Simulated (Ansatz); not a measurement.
`O[SiH2]SS` + `F[CH2][GeH2][SH]` → `O[SiH2][GeH2][SH]` + `FCSS`  (formal exchange of groups at the Si–S bond)

Calculated with Ansatz (gas phase, PBE0-D4/def2-TZVP geometries, no zero-point term in ΔE). CBS: MP2 limit from def2 TZ/QZ plus the TZ coupled-cluster correction, frozen cores. DFT in def2-TZVPP. For Ge outer-core shells are correlated without core-valence functions, which leaves a few kJ/mol of doubt a bond. Scalar relativity is left out up to krypton. One conformer a species, not always the lowest.

`O[SiH2]SS`:

```xyz
8

O     1.577    0.797   -0.217
Si    0.135    0.391   -0.875
S    -1.508    0.655    0.481
S    -0.767   -0.639    1.914
H     1.848    0.292    0.553
H     0.123   -1.032   -1.297
H    -0.099    1.315   -2.008
H    -1.309   -1.780    1.448
```

`F[CH2][GeH2][SH]`:

Cartesian coordinates in Å:
```
F -1.512 0.712 -0.937
C -0.231 0.239 -1.175
Ge 0.449 -0.647 0.453
S 0.510 0.841 2.099
H 0.406 1.085 -1.443
H -0.272 -0.459 -2.017
H 1.898 -1.111 0.248
H -0.463 -1.831 0.816
H -0.785 1.172 1.955
```

`O[SiH2][GeH2][SH]`:

```xyz
10

O    -1.205   -1.599   -0.687
Si   -0.380   -0.229   -1.086
Ge   -0.009    0.957    0.943
S     1.461   -0.149    2.210
H    -1.316   -2.272   -1.359
H    -1.142    0.610   -2.057
H     0.938   -0.544   -1.711
H    -1.264    1.049    1.823
H     0.514    2.382    0.669
H     2.402   -0.206    1.254
```

`FCSS`:

Z-matrix (Å, degrees):
```
C
S 1 1.789
F 1 1.372 2 112.8
H 1 1.091 2 110.0 3 121.2
H 1 1.095 2 105.9 3 -118.8
S 2 2.041 1 102.6 3 -77.2
H 6 1.347 2 98.4 1 85.7
```

**Question.** Is it downhill or uphill in electronic energy at CCSD(T)/CBS, and by how much? (Best estimate.)

**Answer.** The calculation gave: Uphill: ΔE = +0.66 eV.

**Question.** What do these levels give: r2SCAN-D4, PBE0-D4, ωB97M-V, r2SCAN, SCS-MP2/def2-QZVPP, CCSD/CBS(def2)? (Estimate.)

**Answer.** Ansatz gave: r2SCAN-D4 0.61, PBE0-D4 0.58, ωB97M-V 0.67, r2SCAN 0.61, SCS-MP2/def2-QZVPP 0.71, CCSD/CBS(def2) 0.66 eV.

Largest T1 diagnostic among the species: 0.012.

From PBE to PBE0 (25 % exact exchange), in def2-TZVPP and without D4, ΔE moves by +0.04 eV.
